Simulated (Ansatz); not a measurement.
CH6B2FGa, SMILES `C[B]([GaH2])BF`. Total charge 0; spin multiplicity 1. The geometry is a stationary point of PBE0-D4/def2-TZVP. It is one conformer, not always the lowest.

```xyz
11

C    -1.513   -0.234    0.410
B     0.020   -0.081    0.130
Ga    0.674    0.588   -1.741
B     1.217   -0.410    1.240
F     1.723    0.509    2.064
H    -1.768   -0.992    1.155
H    -1.766    0.734    0.877
H    -2.173   -0.338   -0.453
H     0.753    2.126   -2.082
H     1.094   -0.403   -2.893
H     1.739   -1.500    1.292
```

What is the dipole moment at r2SCAN/def2-TZVPP? (Estimate.)

Computed: 1.67 D, with components (-1.61, -0.47, -0.02) D in this frame, pointing from negative to positive charge.

And with PBE, B3LYP, ωB97M-V? (Estimate.)

Computed: PBE 1.65 D, B3LYP 1.67 D, ωB97M-V 1.64 D.

Give the Mulliken charges with r2SCAN, PBE, B3LYP in def2-TZVPP. (Estimate.)

The calculation gave: 
```csv
atom,r2SCAN,PBE,B3LYP
C1,-0.21,-0.31,-0.30
B2,0.18,0.19,0.21
Ga3,0.05,-0.03,0.00
B4,0.20,0.12,0.15
F5,-0.25,-0.19,-0.23
H6,0.07,0.11,0.11
H7,0.08,0.12,0.10
H8,0.06,0.10,0.09
H9,-0.06,-0.03,-0.05
H10,-0.07,-0.04,-0.06
H11,-0.05,-0.03,-0.01
```

B3LYP here is the variant with VWN-RPA as its local correlation; programs differ in this.
